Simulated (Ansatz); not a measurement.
Geometry optimisation, RKS PBE0-D4/STO-3G (Ansatz 0.2.0).

Input file:

```yaml
crystal:
  periodic: [false, false, false]
  atoms:
    - { symbol: Si, position_ang: [-1.015847, -0.9237, -0.643394] }
    - { symbol: Cl, position_ang: [0.958741, -1.749546, -0.641664] }
    - { symbol: H, position_ang: [-1.78043, -1.859242, -1.436635] }
    - { symbol: H, position_ang: [-1.376578, -0.99835, 0.753555] }
    - { symbol: "N", position_ang: [-1.151095, 0.705764, -1.183391] }
    - { symbol: H, position_ang: [0.375932, 1.69269, 1.256771] }
    - { symbol: O, position_ang: [0.700178, 1.452585, 0.344693] }
    - { symbol: H, position_ang: [1.758056, -0.946964, 1.728167] }
    - { symbol: F, position_ang: [1.579837, -0.032333, 1.919353] }
    - { symbol: H, position_ang: [-0.877181, 0.794086, -2.188615] }
    - { symbol: H, position_ang: [-0.406856, 1.227313, -0.583174] }
    - { symbol: H, position_ang: [1.235243, 0.637799, 0.674435] }
basis:
  gaussian: { orbitals: STO-3G }
hamiltonian:
  xc: pbe0
  dispersion: d4
relax:
  f_tol: 0.03
  max_steps: 50
```

Run as:

```bash
$ ansatz run input.yaml --threads 1 --pin off --max-ram 2048MiB --backend cpu --events-out ev --progress --plain --runs-dir out
```

Problem. Where does it end, and by what steps?

Solution. It converged. Limits of this set-up: minimal basis. After 10 steps the energy has fallen by 0.906 eV; H8 moved furthest, 0.88 Å.

```json
{"step": "0", "energy less start (eV)": "0.0000", "largest force component (eV/Å)": "1.970", "accepted": "yes"}
{"step": "1", "energy less start (eV)": "-0.3335", "largest force component (eV/Å)": "0.657", "accepted": "yes"}
{"step": "2", "energy less start (eV)": "-0.5000", "largest force component (eV/Å)": "1.358", "accepted": "yes"}
{"step": "3", "energy less start (eV)": "-0.6655", "largest force component (eV/Å)": "1.101", "accepted": "yes"}
{"step": "4", "energy less start (eV)": "-0.8247", "largest force component (eV/Å)": "0.813", "accepted": "yes"}
{"step": "5", "energy less start (eV)": "-0.8488", "largest force component (eV/Å)": "0.992", "accepted": "yes"}
{"step": "6", "energy less start (eV)": "-0.8758", "largest force component (eV/Å)": "0.853", "accepted": "yes"}
{"step": "7", "energy less start (eV)": "-0.9033", "largest force component (eV/Å)": "0.131", "accepted": "yes"}
{"step": "8", "energy less start (eV)": "-0.9047", "largest force component (eV/Å)": "0.081", "accepted": "yes"}
{"step": "9", "energy less start (eV)": "-0.9058", "largest force component (eV/Å)": "0.049", "accepted": "yes"}
{"step": "10", "energy less start (eV)": "-0.9060", "largest force component (eV/Å)": "0.029", "accepted": "yes"}
```

```xyz
12
Properties=species:S:1:pos:R:3
Si -1.143 -1.065 -0.599
Cl 0.716 -2.151 -0.121
H -1.739 -1.883 -1.630
H -1.823 -1.161 0.671
N -0.852 0.545 -1.030
H 0.115 2.042 1.332
O 0.662 1.773 0.525
H 1.590 -0.843 0.873
F 1.942 -0.056 1.393
H -0.515 0.651 -2.008
H -0.212 1.158 -0.335
H 1.260 0.991 0.928
```

Whether the end is a true minimum wasn't checked by a vibrational analysis.

The run took 71 s on 1 thread of Intel(R) Xeon(R) Processor @ 2.50GHz (Skylake/Cascade Lake), with other jobs on the host, peak memory 0.19 GiB.
